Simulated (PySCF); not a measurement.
# What a mistake does to a calculation on B2H3O2 cation

These are calculations, not measurements. The program is PySCF 2.14.0, an open-source quantum chemistry code, run on an isolated molecule that a program drew, which may never have been made. The molecule is B2H3O2 cation (charge +1, singlet), drawn as the SMILES string `BO[B+]O`.

Each row is a Hartree-Fock (HF) and frozen-core CCSD(T) single point in the cc-pVDZ basis, meant for a local HF minimum. Run 1 is clean. Each other run has one planted mistake out of seven kinds, and not every kind appears here: one electron removed, one electron added, multiplicity raised by two, geometry at a saddle point, minimal basis STO-3G, one bond length entered in bohr, all coordinates scaled. The reference is restricted for singlets and unrestricted otherwise, and also for a bond in bohr. Adding or removing an electron swaps singlet and doublet. Electrons count all cores. HOMO and LUMO are orbital energies over both spins, the gradient is its largest component, and the lowest frequency (negative if imaginary) is given only where the gradient is small. Bond lengths are over the 6 bonds as drawn. T1 is the CCSD diagnostic: over 0.02 (restricted) or 0.045 (unrestricted) a single reference is doubtful.

Geometry of the clean run:
```xyz
7
B2H3O2 cation, angstrom
B    -0.7689   -0.6878   -3.7881
O    -0.8805   -0.2727   -2.4111
B    -1.0265    0.0510   -1.2316
O    -1.2389    0.3397   -0.0238
H     0.1698   -0.2567   -4.3610
H    -1.6295   -1.4041   -4.1646
H    -0.7143    0.8987    0.5458
```

```
run,electrons,basis functions,<S^2>,HOMO (eV),LUMO (eV),gradient (hartree/bohr),lowest frequency (cm^-1),mean bond (Å),longest bond (Å),T1,HF (hartree),CCSD(T) (hartree),mistake
1,28,71,0.000,-18.77,-2.93,2.7e-05,46,1.2086,1.443,0.0148,-200.69876,-201.23740,no fault
2,28,23,0.000,-17.72,-0.26,2.5e-02,-,1.2086,1.443,0.0205,-198.09946,-198.30440,minimal basis STO-3G
3,28,71,0.686,-15.72,-3.40,1.8e-02,-,1.3838,2.232,0.0639,-200.56685,-201.10720,one bond length entered in bohr
4,27,71,0.778,-27.08,-16.66,1.6e-01,-,1.2086,1.443,0.0301,-200.04832,-200.57278,?
5,28,71,2.018,-12.83,-8.36,7.8e-02,-,1.2086,1.443,0.0204,-200.48090,-201.02211,?
```

**Which mistake was planted in run 4, and what did it cost?**

It counts 27 electrons, one fewer than the clean run, at the same geometry and basis. So the mistake is: one electron removed. Subtracting run 1 and multiplying by 627.51 kcal/mol a hartree, the energy moved by 408.2 kcal/mol in HF and 417.1 kcal/mol in CCSD(T).

**Which mistake was planted in run 5, and what did it cost?**

Electrons, basis and geometry are unchanged, and <S^2> is 2.018, beside S(S+1) = 2.00 for a multiplicity of 3. So the mistake is: multiplicity raised by two. Subtracting run 1 and multiplying by 627.51 kcal/mol a hartree, the energy moved by 136.7 kcal/mol in HF and 135.1 kcal/mol in CCSD(T).

Cautions from the logs. Run 2: T1 is over the limit, so its CCSD(T) energy is less reliable; run 3: T1 is over the limit, so its CCSD(T) energy is less reliable.
